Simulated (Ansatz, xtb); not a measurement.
**A geometry optimisation of CBClO with r2SCAN-D4/def2-SVP**

The starting geometry of this gas-phase singlet was built from a drawn formula by distance geometry and a force field; its bonds are those of `[B]C(=O)Cl`.

| atom | x (Å) | y (Å) | z (Å) |
| --- | --- | --- | --- |
| C | -0.4408 | -1.1437 | 1.1121 |
| B | -1.3385 | -0.9213 | 2.3196 |
| Cl | 1.3130 | -1.1968 | 1.3265 |
| O | -0.9309 | -1.3890 | -0.0035 |

Q: Predict what becomes of its bonds when it is optimised with r2SCAN-D4/def2-SVP.

A: It rearranges to `O=C=BCl`. Contacts that open: C1–Cl3 (1.77 → 2.93 Å). Contacts that close: B2–Cl3 (2.84 → 1.72 Å).

The energy falls by 2.50 eV over 18 steps:

```csv
step,E − E(last) (eV)
1,2.499
3,2.288
5,2.188
7,1.866
9,1.248
10,0.934
12,0.362
14,0.114
16,0.002
18,0.000
```

Final geometry (Å):

```yaml
atoms:
  - { symbol: C, position_ang: [-0.7770, -1.2974, 0.5304] }
  - { symbol: B, position_ang: [-0.2881, -0.8901, 1.9019] }
  - { symbol: Cl, position_ang: [1.2529, -1.0772, 2.6315] }
  - { symbol: O, position_ang: [-1.5849, -1.3861, -0.3091] }
```

From the same start GFN2-xTB reaches the same bonding as this run.

No frequencies were run, so the end isn't proven a minimum. Run with Ansatz 0.2.0, 18 s on 2 threads of Arm Neoverse V1, on a shared host.
